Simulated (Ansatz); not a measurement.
`[NH2][Al]([SiH3])[SiH2]O` + `[CH3][In]([OH])[F]` → `[CH3][In]([F])[O][SiH3]` + `[NH2][AlH][SiH2]O`  (cleavage of the Si–Al bond)

Program: Ansatz. Geometries: PBE0-D4/def2-TZVP. ΔE: electronic, gas phase. CCSD(T)/CBS is the MP2 limit (def2-TZVPP, def2-QZVPP) plus CCSD(T) − MP2 in def2-TZVPP, frozen cores. Functionals use def2-TZVPP. def2 core potentials past Kr. For In outer-core shells are correlated without core-valence functions, which leaves a few kJ/mol of doubt a bond. Each species was taken in one conformer, which may not be the lowest.

```json
{"level": "r2SCANh-D4", "ΔE (kJ/mol)": "-90.2"}
{"level": "r2SCAN0-D4", "ΔE (kJ/mol)": "-93.4"}
{"level": "PBE-QIDH", "ΔE (kJ/mol)": "-92.9"}
{"level": "r2SCAN", "ΔE (kJ/mol)": "-88.2"}
{"level": "CAM-B3LYP", "ΔE (kJ/mol)": "-103.1"}
{"level": "RPA@PBE/def2-TZVPP", "ΔE (kJ/mol)": "-96.4"}
{"level": "MP2/def2-QZVPP", "ΔE (kJ/mol)": "-106.0"}
{"level": "SCS-MP2/def2-QZVPP", "ΔE (kJ/mol)": "-110.8"}
```

**Question.** What does CCSD(T)/CBS give? (An estimate is asked.)

**Answer.** The calculation gave: -96.9 kJ/mol. The listed levels differ from it by 6.7, 3.5, 4.0, 8.7, -6.2, 0.5, -9.1, -13.9 kJ/mol.

Largest T1 diagnostic among the species: 0.016.

Leaving LDA and LC-ωPBE aside and taking each functional with its dispersion term where it has one, the values, not all of them listed here, spread over 43.5 kJ/mol, from BHLYP-D4 to PBE-D4. LDA lies −3.3 kJ/mol from PBE without D4. In def2-TZVPP, CCSD(T) changes the Hartree–Fock value by +31.9 kJ/mol (the triples alone add +4.3 kJ/mol) and MP2 by +23.3 kJ/mol. From r2SCAN to r2SCAN0 (25 % exact exchange), in def2-TZVPP and without D4, ΔE moves by −5.4 kJ/mol.
